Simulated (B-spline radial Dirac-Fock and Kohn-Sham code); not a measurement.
**Binding energies of Kr³¹⁺ at several levels of theory**

System: the Kr³¹⁺ ion, configuration [He] 2s2 2p1.

The density-functional columns are spherical, spin-unpolarised Dirac-Kohn-Sham results without Breit or QED terms: −ε is minus the orbital energy of the initial state and ΔSCF the difference of two total energies. The reference in the last column comes from Dirac-Fock (average of configuration) total-energy differences with a finite nucleus, the Breit interaction including its frequency dependence, and self-energy and vacuum-polarisation corrections. All numbers are from a B-spline atomic structure program, in eV; a selection of levels is shown. For the 1s level of heavy atoms much of the gap between ΔSCF and the reference is the Breit and QED part, -29.9 eV here; for other levels the error of the functional can be larger.

```
level   LDA −ε  LDA ΔSCF  Dirac-Fock
    K  16451.0   16722.9     16684.7
   L1   3767.9    3833.7      3824.5
 L2,3   3630.0    3707.5      3714.4
```

Values without a named source are computed, but for edge energies of neutral atoms, which are taken from tables.
